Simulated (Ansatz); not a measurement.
Nudged elastic band run: CH5FGe

input.yaml

```yaml
crystal:
  periodic: [false, false, false]
  atoms:
    - { symbol: Ge, position_ang: [0.452993, -0.051489, 0.054751] }
    - { symbol: C, position_ang: [0.931087, -0.01211, 1.927261] }
    - { symbol: H, position_ang: [0.032611, -0.116589, 2.549408] }
    - { symbol: H, position_ang: [1.622858, -0.832479, 2.166322] }
    - { symbol: H, position_ang: [1.418633, 0.942189, 2.16845] }
    - { symbol: H, position_ang: [1.654107, 0.161215, -0.875453] }
    - { symbol: F, position_ang: [-0.606501, 1.310838, -0.216964] }
    - { symbol: H, position_ang: [-0.354587, -1.295473, -0.335774] }
basis:
  gaussian: { orbitals: def2-SVP }
hamiltonian:
  xc: r2scanh
neb:
  order_check: false
  images: 7
  f_tol: 0.03
  max_iterations: 60
  final_atoms:
    - { symbol: Ge, position_ang: [-0.07944993, 0.33148466, -0.90374708] }
    - { symbol: C, position_ang: [1.3895925, 0.02109, 1.76756466] }
    - { symbol: H, position_ang: [0.34419672, 0.3476039, 1.69268802] }
    - { symbol: H, position_ang: [1.43031842, -0.91869798, 2.32913254] }
    - { symbol: H, position_ang: [1.97323467, 0.79700923, 2.27524403] }
    - { symbol: H, position_ang: [1.83742272, -0.14847351, 0.77542563] }
    - { symbol: F, position_ang: [-1.42252071, 0.8987981, 0.08652067] }
    - { symbol: H, position_ang: [-0.32159339, -1.2227124, -0.58482747] }
  initial_path:
    images:
      - { positions_ang: [[0.452993, -0.051489, 0.054751], [0.931087, -0.01211, 1.927261], [0.032611, -0.116589, 2.549408], [1.622858, -0.832479, 2.166322], [1.418633, 0.942189, 2.16845], [1.654107, 0.161215, -0.875453], [-0.606501, 1.310838, -0.216964], [-0.354587, -1.295473, -0.335774]] }
      - { positions_ang: [[0.34174166, -0.03752408, 0.03968002], [1.00602153, -0.01007673, 1.88917742], [0.08130433, -0.16545593, 2.44601949], [1.71554614, -0.80385335, 2.16218362], [1.42945631, 0.96029922, 2.16399028], [1.67189215, 0.12077318, -0.57365801], [-0.648723, 1.32783082, -0.30457207], [-0.44603811, -1.28589113, -0.38481976]] }
      - { positions_ang: [[0.23049031, -0.02355916, 0.02460904], [1.08095605, -0.00804347, 1.85109384], [0.12999766, -0.21432286, 2.34263098], [1.80823427, -0.77522769, 2.15804524], [1.44027962, 0.97840943, 2.15953056], [1.6896773, 0.08033135, -0.27186302], [-0.690945, 1.34482365, -0.39218014], [-0.53748921, -1.27630925, -0.43386551]] }
      - { positions_ang: [[0.11923897, -0.00959424, 0.00953805], [1.15589058, -0.0060102, 1.81301026], [0.17869099, -0.26318979, 2.23924248], [1.90092241, -0.74660204, 2.15390686], [1.45110293, 0.99651965, 2.15507084], [1.70746244, 0.03988953, 0.02993197], [-0.733167, 1.36181647, -0.4797882], [-0.62894032, -1.26672738, -0.48291127]] }
      - { positions_ang: [[0.00798762, 0.00437069, -0.00553293], [1.2308251, -0.00397694, 1.77492669], [0.22738432, -0.31205672, 2.13585397], [1.99361054, -0.71797639, 2.14976849], [1.46192625, 1.01462986, 2.15061112], [1.72524759, -0.00055229, 0.33172696], [-0.77538901, 1.3788093, -0.56739627], [-0.72039143, -1.25714551, -0.53195702]] }
      - { positions_ang: [[-0.01387176, 0.08614918, -0.23008647], [1.27051695, 0.0022898, 1.77308618], [0.25658742, -0.14714156, 2.02506248], [1.85278751, -0.76815679, 2.1946095], [1.58975335, 0.9602247, 2.18176935], [1.75329137, -0.0375326, 0.44265163], [-0.93717193, 1.2588065, -0.40391704], [-0.62069192, -1.24853723, -0.54517463]] }
      - { positions_ang: [[-0.03573115, 0.16792767, -0.45464], [1.3102088, 0.00855653, 1.77124567], [0.28579052, 0.01777359, 1.914271], [1.71196448, -0.81833718, 2.23945051], [1.71758046, 0.90581954, 2.21292758], [1.78133516, -0.0745129, 0.5535763], [-1.09895486, 1.1388037, -0.2404378], [-0.52099241, -1.23992896, -0.55839225]] }
      - { positions_ang: [[-0.05759054, 0.24970617, -0.67919354], [1.34990065, 0.01482327, 1.76940516], [0.31499362, 0.18268875, 1.80347951], [1.57114145, -0.86851758, 2.28429152], [1.84540756, 0.85141439, 2.24408581], [1.80937894, -0.1114932, 0.66450096], [-1.26073778, 1.0188009, -0.07695856], [-0.4212929, -1.23132068, -0.57160986]] }
      - { positions_ang: [[-0.07944993, 0.33148466, -0.90374708], [1.3895925, 0.02109, 1.76756466], [0.34419672, 0.3476039, 1.69268802], [1.43031842, -0.91869798, 2.32913254], [1.97323467, 0.79700923, 2.27524403], [1.83742272, -0.14847351, 0.77542563], [-1.42252071, 0.8987981, 0.08652067], [-0.32159339, -1.2227124, -0.58482747]] }
```

Launched with:

```bash
$ ansatz run input.yaml --threads 2 --pin off --max-ram 3072MiB --backend cpu --events-out ev --progress --plain --runs-dir out
```

Output, in part (warnings, iteration lines, the closing report on the highest movable image, with atoms numbered from 0):

```
NEB end point (image 0): max|allowed force component| = 2.417e-2 eV/Å (the criterion of neb.relax_end_points is 1.000e-2)
NEB end point (image 8): max|allowed force component| = 1.692e-2 eV/Å (the criterion of neb.relax_end_points is 1.000e-2)
NEB iter   1: max|band force component| = 1.611e1 eV/Å  barrier→ = 5.9375 eV  barrier← = 4.8453 eV  Δτ_max = 0.2000 Å  (224 SCF iters)
NEB iter   2: max|band force component| = 5.787e0 eV/Å  barrier→ = 3.8237 eV  barrier← = 2.7316 eV  Δτ_max = 0.1963 Å  (197 SCF iters)
NEB iter   3: max|band force component| = 2.545e0 eV/Å  barrier→ = 2.9390 eV  barrier← = 1.8468 eV  Δτ_max = 0.2000 Å  (188 SCF iters)
NEB iter   4: max|band force component| = 2.222e0 eV/Å  barrier→ = 3.0517 eV  barrier← = 1.9596 eV  Δτ_max = 0.2000 Å  (193 SCF iters)
NEB iter   5: max|band force component| = 3.449e0 eV/Å  barrier→ = 2.8605 eV  barrier← = 1.7683 eV  Δτ_max = 0.0997 Å  (195 SCF iters)
NEB iter   6: max|band force component| = 9.323e-1 eV/Å  barrier→ = 2.9004 eV  barrier← = 1.8082 eV  Δτ_max = 0.1962 Å  (179 SCF iters)
NEB iter   7: max|band force component| = 9.756e-1 eV/Å  barrier→ = 2.8569 eV  barrier← = 1.7647 eV  Δτ_max = 0.1015 Å  (182 SCF iters)
NEB iter   8: max|band force component| = 1.138e0 eV/Å  barrier→ = 2.7729 eV  barrier← = 1.6807 eV  CI = image 3  Δτ_max = 0.2000 Å  (181 SCF iters)
NEB iter   9: max|band force component| = 3.610e-1 eV/Å  barrier→ = 2.8636 eV  barrier← = 1.7715 eV  CI = image 3  Δτ_max = 0.1544 Å  (184 SCF iters)
NEB iter  10: max|band force component| = 2.677e-1 eV/Å  barrier→ = 2.8520 eV  barrier← = 1.7599 eV  CI = image 3  Δτ_max = 0.0519 Å  (174 SCF iters)
NEB iter  11: max|band force component| = 1.117e-1 eV/Å  barrier→ = 2.8492 eV  barrier← = 1.7570 eV  CI = image 3  Δτ_max = 0.0751 Å  (174 SCF iters)
NEB iter  12: max|band force component| = 1.031e-1 eV/Å  barrier→ = 2.8478 eV  barrier← = 1.7556 eV  CI = image 3  Δτ_max = 0.0291 Å  (167 SCF iters)
NEB iter  13: max|band force component| = 7.190e-2 eV/Å  barrier→ = 2.8470 eV  barrier← = 1.7549 eV  CI = image 3  Δτ_max = 0.0079 Å  (173 SCF iters)
NEB iter  14: max|band force component| = 3.094e-2 eV/Å  barrier→ = 2.8469 eV  barrier← = 1.7547 eV  CI = image 3  Δτ_max = 0.0058 Å  (160 SCF iters)
NEB iter  15: max|band force component| = 1.045e-2 eV/Å  barrier→ = 2.8469 eV  barrier← = 1.7547 eV  CI = image 3  Δτ_max = 0.0000 Å  (318 SCF iters)
Total energy: -60339.29694954 eV, -2217.4282634513 hartree
Atom 0 at     0.336961    -0.007037    -0.417677 Å, force    -0.001152    -0.001492    -0.008315 eV/Å
Atom 1 at     1.064246    -0.017695     1.723244 Å, force     0.000237    -0.002354    -0.009495 eV/Å
Atom 2 at     0.092194     0.285775     2.134048 Å, force    -0.002483     0.001761     0.004256 eV/Å
Atom 3 at     1.344317    -1.038474     2.004271 Å, force     0.001276    -0.000073     0.000810 eV/Å
Atom 4 at     1.832586     0.700546     2.033512 Å, force    -0.000110     0.001191    -0.000539 eV/Å
Atom 5 at     1.674889     0.446287     0.179018 Å, force     0.006657     0.001253     0.008699 eV/Å
Atom 6 at    -0.952425     1.132149    -0.078814 Å, force    -0.002213    -0.000053     0.002038 eV/Å
Atom 7 at    -0.241567    -1.395450    -0.139601 Å, force    -0.002212    -0.000233     0.002547 eV/Å
Dipole moment:     0.356704    -0.275232     0.137969 e Å
```

The run converged. Neighbouring images differ by up to 1.9 eV, so the band resolves the path poorly. A vibrational analysis at the climbing image gives one clearly imaginary mode, 1184i cm⁻¹: a first-order saddle point. The orbitals stay closed-shell, which can raise the energy where a bond breaks towards radicals; this wasn't checked here.

Final band (atoms are numbered from 1 in the order of the input):

```
image  path coordinate (Å)  energy (kcal/mol)  Ge1–C2 (Å)  Ge1–H6 (Å)  C2–H6 (Å)
    0                 0.00                0.0        1.93        1.53       2.90
    1                 0.68                0.4        1.93        1.53       2.86
    2                 1.37               21.6        1.94        1.49       2.30
    3                 2.05               65.7        2.26        1.53       1.72
    4                 2.46               46.0        2.43        1.70       1.32
    5                 2.87               27.4        2.74        2.01       1.13
    6                 3.28               25.4        2.99        2.34       1.11
    7                 3.69               25.2        3.05        2.52       1.10
    8                 4.10               25.2        3.06        2.59       1.10
```

The run took 5.5 min on 2 threads of Arm Neoverse V1, with other jobs on the host, peak memory 0.19 GiB.
